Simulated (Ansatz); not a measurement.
Ansatz (a program for electronic structure) input:

Ansatz 0.2 input:
```yaml
crystal:
  periodic: [false, false, false]
  atoms:
    - {symbol: Si, position_ang: [0.37905529, 0.37458605, 1.09033515]}
    - {symbol: Cl, position_ang: [1.11439094, 1.83057975, -0.21844460]}
    - {symbol: Br, position_ang: [-0.69289771, -1.03897316, -0.33003239]}
basis:
  gaussian:
    orbitals: def2-TZVPD
hamiltonian:
  xc: {name: wB97M-V}
total_charge: 1
magnetization: {spin_polarized: true, initial_magnetization: 1}
```

Task: What final total energy does it print?

Result: -3323.39502 Eh (wB97M-V/def2-TZVPD). The basis has 146 functions.

This state (charge 1, doublet) is run at the relaxed geometry of the species with charge 0 and multiplicity 1.
